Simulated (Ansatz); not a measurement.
Born–Oppenheimer molecular dynamics of C$_{3}$H$_{7}$FSi$_{2}$ (13 atoms, charge 0, multiplicity 1). It goes on from the last frame of an earlier run, with new velocities.

Method: UKS PBE/STO-3G (Ansatz).

* ensemble: NVT, Langevin thermostat
* time step: 1 fs
* steps asked: 250
* set temperature: 2000 K
* friction: 0.02 /fs
* seed: 117678

First frame:

```xyz
13
Properties=species:S:1:pos:R:3
C -0.395 0.875 -1.821
Si 0.288 0.818 -0.051
Si 1.288 -0.963 0.731
C -0.287 -1.018 1.744
C -0.989 0.105 1.246
F -2.258 0.582 1.399
H -1.063 -0.032 -1.977
H -0.912 1.809 -2.150
H 0.532 0.568 -2.347
H 0.990 2.078 0.372
H 2.565 -0.689 1.427
H 1.503 -2.220 -0.001
H -0.626 -1.784 2.437
```

**Question.** How far do the bonds stretch over the last three quarters of this one trajectory? (Pairs bonded in most of those frames.)

**Answer.** 
```
   bond  mean (Å)  spread (Å)  shortest  longest
 C1–Si2     1.908       0.097      1.74     2.12
  C1–H7     1.119       0.044      1.02     1.23
  C1–H8     1.122       0.057      0.99     1.24
  C1–H9     1.124       0.068      0.96     1.32
Si2–Si3     2.323       0.147      2.08     2.56
 Si2–C5     1.932       0.113      1.63     2.14
Si2–H10     1.481       0.082      1.30     1.66
 Si3–C4     1.877       0.109      1.65     2.08
Si3–H11     1.493       0.071      1.37     1.65
Si3–H12     1.484       0.074      1.34     1.64
  C4–C5     1.397       0.077      1.24     1.59
 C4–H13     1.120       0.054      1.01     1.26
  C5–F6     1.382       0.060      1.27     1.53
```

Mean temperature of the second half: 1768 K. The mean temperature of the second half is 12 % below the set value. A run of 0.25 ps of so small a system gives no equilibrium averages. Limits of this set-up: minimal basis.

Time of the run: 21 min on 1 thread of Arm Neoverse V1, with other jobs on the host, peak memory 0.13 GiB.
